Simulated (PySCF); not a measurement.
**Computed properties of BClGeH4, SMILES [GeH3][BH]Cl**

B(Cl)(GeH3)(H) (BClGeH4), SMILES Cl[BH][GeH3]. Geometry: TPSSh-D3(BJ)/def2-SVP. The values are those of a single conformer. All values are computed for the isolated molecule unless a solvent is named; none is compared with measurement here.

**Structure.** The optimised structure has Cs symmetry. All 15 harmonic modes at TPSSh-D3(BJ)/def2-SVP (PySCF) are real, so it is a minimum. With heavy atoms numbered as in [BH:1]([Cl:2])[GeH3:3], the shortest bond between them is B1–Cl2 at 1.754 Å and the longest B1–Ge3 at 2.070 Å.

**Vibrations.** The strongest infrared lines (harmonic, unscaled, degenerate partners summed) lie at 813 cm⁻¹ (172 km/mol, H 97 %), 1069 cm⁻¹ (126 km/mol, H 69 %, B 30 %), 2136 cm⁻¹ (118 km/mol, H 98 %). The softest mode is at 25 cm⁻¹ and the zero-point energy is 22.8 kcal/mol.

**Electronic structure.** PBE0/def2-TZVPD (PySCF) places the frontier levels at -7.99 and -2.29 eV, a gap of 5.70 eV, and gives a dipole moment of 0.46 D and a mean polarisability of 63.5 bohr³.

**Excitations.** TDDFT-PBE0/def2-SVPD (PySCF) has S1 at 4.06 eV (306 nm, f = 0.002, weak); the most intense of the 10 singlets computed lies at 7.95 eV (f = 0.24). T1 (TDA) is at 3.40 eV. No vertical singlet excitation falls in the visible range (under 3.1 eV).

**NMR.** GIAO shifts at B3LYP/pcSseg-1 (PySCF) (non-relativistic, atoms alike by connectivity averaged): ¹H from 4.0 to 8.9 ppm against TMS; ¹¹B at 91.5 ppm against BF3. Without spin–orbit terms, shifts of atoms bonded to Cl or Br come out too high.
